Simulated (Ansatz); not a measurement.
Total energies of (CdS)6 prism (Cd₆S₆) from Ansatz at PBE0-D4/def2-TZVP, gas phase (1 Eh = 27.2114 eV = 2625.5 kJ/mol). The reference geometry is relaxed at r2SCAN-D4/def2-SVP.

```
                 state                       geometry  energy (Eh)
      charge 0 singlet                      reference  -3395.45522
      charge 1 doublet                      reference  -3395.15619
     charge -1 doublet                      reference  -3395.52275
     charge -1 doublet  relaxed at r2SCAN-D4/def2-SVP  -3395.52384
free Cd atom (singlet)                              –   -167.77479
 free S atom (triplet)                              –   -397.97371
```

In the def2 sets Cd takes a core potential; there is no spin–orbit coupling. Single mean-field runs in def2-TZVP are fitted with def2-universal-jkfit.

(1) Work out the vertical ionisation energy to the doublet.

(2) Work out the vertical electron affinity, to the doublet.

(3) Give the fundamental gap IE − EA, the Mulliken electronegativity (IE + EA)/2 and the hardness (IE − EA)/2.

(4) How much does the charge -1 doublet relax, and what is the adiabatic electron affinity?

(5) What is the binding energy per atom against free atoms?

(1) E(charge 1 doublet) − E(charge 0 singlet) = -3395.15619 − (-3395.45522) = 0.29903 Eh = 8.14 eV. For comparison, −ε of the highest occupied level is 6.82 eV at this level, 1.32 eV less.

(2) E(charge 0 singlet) − E(charge -1 doublet) = -3395.45522 − (-3395.52275) = 0.06753 Eh = 1.84 eV. The basis lacks diffuse functions, which makes affinities too small.

(3) From the values in Eh: IE − EA = 0.29903 − 0.06753 = 0.23150 Eh = 6.30 eV; (IE + EA)/2 = 4.99 eV; (IE − EA)/2 = 3.15 eV. The HOMO–LUMO gap of the same run is 3.88 eV, 2.42 eV smaller than the fundamental gap.

(4) Relaxation: -3395.52275 − (-3395.52384) = 0.00109 Eh = 0.03 eV. Adiabatic electron affinity: 0.06862 Eh = 1.87 eV, without zero-point energy. 

(5) Atoms: 6 × (-167.77479) + 6 × (-397.97371) = -3394.49100 Eh. Binding: -3394.49100 − (-3395.45522) = 0.96422 Eh = 26.24 eV, or 2.19 eV for each of 12 atoms (no zero-point energy, no counterpoise term).
